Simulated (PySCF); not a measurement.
## CaCl: from constants to spectrum

PBE0 constants of CaCl, ²Σ⁺ (doublet), unpaired electrons σ ↑ (Ca x2c-TZVPall, Cl x2c-TZVPall; spin-free X2C with a Gaussian nucleus (PySCF 2.14); masses 39.9626 and 34.9689 u):

| Item | Value |
| --- | --- |
| ωe | 372.1 cm⁻¹ |
| ωexe | 1.35 cm⁻¹ |
| Be | 0.15308 cm⁻¹ |
| αe | 0.000806 cm⁻¹ |
| De to Ca + Cl | 4.30 eV |

(1) What force constant and bond length do these constants imply?

(2) Estimate the centrifugal constant D from the Kratzer relation and find the Dunham coefficient a1.

The state was picked by a PBE0 search and need not be the measured ground state.

## Answers

(1) Reduced mass μred = 18.650 u; k = 5.8918×10⁻⁷·μred·ωe² (u, cm⁻¹, mdyn/Å) = 1.52 mdyn/Å; Re = √(16.8576/(μred·Be)) (u, cm⁻¹, Å) = 2.430 Å.

(2) D = 4Be³/ωe² = 1.04e-07 cm⁻¹; a1 = −1 − αeωe/(6Be²) = -3.13.
